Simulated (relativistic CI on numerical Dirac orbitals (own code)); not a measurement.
## Radial parameters of Kr20+

These numbers are calculated, not measured: Dirac-Coulomb-Breit CI, separate exchange-only KLI orbitals for each configuration, a model potential for QED, unscaled Slater integrals (own radial code, finite nucleus).

Slater integrals F^k, G^k are unscaled and averaged over j, outside the closed core [Ne]; ζ comes from projecting the Hamiltonian with its Breit term on Σ l·s of the shell.

- 3s2 3p4: F^2(3p,3p) = 219440, ζ(3p) = 60443 cm⁻¹; <r>(3p) = 0.4544, <r^2>(3p) = 0.2379 (bohr units).
- 3s 3p5: G^1(3s,3p) = 279940, ζ(3p) = 60392 cm⁻¹; <r>(3s) = 0.4641, <r^2>(3s) = 0.2449, <r>(3p) = 0.4549, <r^2>(3p) = 0.2384 (bohr units).
- 3s2 3p3 3d: F^2(3p,3p) = 219130, ζ(3p) = 60342, F^2(3p,3d) = 219270, G^1(3p,3d) = 240150, G^3(3p,3d) = 158880, ζ(3d) = 6710.5 cm⁻¹; <r>(3p) = 0.455, <r^2>(3p) = 0.2386, <r>(3d) = 0.4118, <r^2>(3d) = 0.1969 (bohr units).

Averages of the first 10 configurations, taken without configuration mixing, which lowers the lowest level and can move excited configurations by several eV; other configurations of the list can lie among them:

| Configuration | Parity | States | Average energy above the lowest level (eV) |
| --- | --- | --- | --- |
| 3s2 3p4 | even | 15 | 15.1 |
| 3s 3p5 | odd | 12 | 92.3 |
| 3s2 3p3 3d | odd | 200 | 113.2 |
| 3p6 | even | 1 | 179.0 |
| 3s 3p4 3d | even | 300 | 186.2 |
| 3p5 3d | odd | 60 | 268.8 |
| 3s 3p3 3d2 | odd | 1800 | 283.6 |
| 3s2 3p2 3d 4p | odd | 900 | 547.5 |
| 3s2 3p3 4s | odd | 40 | 421.9 |
| 3p5 4s | odd | 12 | 579.3 |
